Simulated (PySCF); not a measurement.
B3LYP has the VWN-RPA correlation part, as in Gaussian. 

## CH5BSi, SMILES `[H]/B=C\[SiH3]` (charge 0, multiplicity 1)

Calculation: B3LYP-D3(BJ)/def2-TZVP (PySCF).

```yaml
HOMO: -6.81 eV
dipole_moment: 1.00 D
HOMO–LUMO gap: 5.17 eV
LUMO: -1.64 eV
total_energy: -355.4647 Ha
cost: around 22 core-seconds (rough)
```

Bonded distances (Å): B1–C2 1.366, B1–H4 1.170, C2–Si3 1.857, C2–H5 1.081, Si3–H6 1.483, Si3–H7 1.484, Si3–H8 1.483. Bond angles (°): C2–B1–H4 174.9, B1–C2–Si3 111.8, B1–C2–H5 130.0, Si3–C2–H5 118.2, C2–Si3–H6 111.5, C2–Si3–H7 109.0, C2–Si3–H8 111.5, H6–Si3–H7 108.3, H6–Si3–H8 108.0, H7–Si3–H8 108.3.
